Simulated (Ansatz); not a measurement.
Job for Ansatz (a quantum-chemistry and plane-wave program): U-B2PLYP/def2-TZVPP on Y, 2S+1 = 4, a spin state set in the input, which need not be the lowest. Elements past Kr take the def2 small-core potentials; no spin–orbit coupling.

Ansatz 0.2 input:
```yaml
crystal:
  periodic: [false, false, false]
  atoms:
    - {symbol: Y, position_ang: [0.00000000, 0.00000000, 0.00000000]}
basis:
  gaussian:
    orbitals: def2-TZVPP
hamiltonian:
  xc: {name: B2PLYP}
magnetization: {spin_polarized: true, initial_magnetization: 3}
correlation: {electrons: valence}
scf: {lower_state_search: full}
```

Task: What total energy does the run end on?

Result: -38.0947 hartree.

Task: How many basis functions does it have, and what does it roughly cost on one machine?

Result: 56 functions; roughly 11 core-seconds.
